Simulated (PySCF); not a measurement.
C4H2BrCl, SMILES C#C/C=C(/Cl)Br.

Geometry: r2SCAN-D4/def2-SVP. The structure was generated by enumeration; whether it is a known compound was not checked.

Method: PBE/def2-TZVP run with PySCF.

The molecule is in vacuum.

| Item | Value |
|---|---|
| total energy | -3187.19045 hartree |
| point group | Cs |
| highest occupied level | -5.99 eV |
| lowest empty level | -2.45 eV |
| orbital gap | 3.54 eV |
| dipole moment | 0.156 e·Å |
| quadrupole, principal values (traceless, Buckingham form, about the centre of nuclear charge) | -6.31, 0.33, 5.98 D·Å |
| mean static polarisability | 84.6 bohr³ (12.54 Å³) |
| polarisability, principal values | 46.0, 80.7, 127.2 bohr³ |
